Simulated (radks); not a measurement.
Spin polarisation of the 4d3 shell in Mo3+. Start: [Kr] 4d(up 1.5, down 1.5); electrons of 4d are moved from spin down to spin up, other shells keep equal spins. All-electron calculation, scalar-relativistic Kohn-Sham, LDA (Slater exchange, Perdew-Wang correlation), spin-polarised, spherical densities, finite nucleus; Fermi nuclear charge, rms radius of each element as measured or else 0.836 A^(1/3) + 0.57 fm. Program: a radial shooting solver on a logarithmic mesh with Libxc functionals.

moment (Bohr magnetons)  E - E(0) (eV)  e(4d up) (eV)  e(4d down) (eV)  4p down minus up (eV)  4s down minus up (eV)  3d down minus up (eV)
0                                0.000        -33.113          -33.113                  0.000                  0.000                  0.000
0.75                            -0.102        -33.373          -32.828                  0.527                  0.494                  0.103
1.5                             -0.409        -33.610          -32.515                  1.056                  0.989                  0.207
2.25                            -0.924        -33.826          -32.171                  1.590                  1.488                  0.310
3                               -1.652        -34.021          -31.793                  2.131                  1.991                  0.413

At moment 3 the spin-polarisation energy is -1.652 eV and the 4d exchange splitting 2.228 eV, that is 0.743 eV per Bohr magneton; E = -I m^2/4 would give I = 0.734 eV.
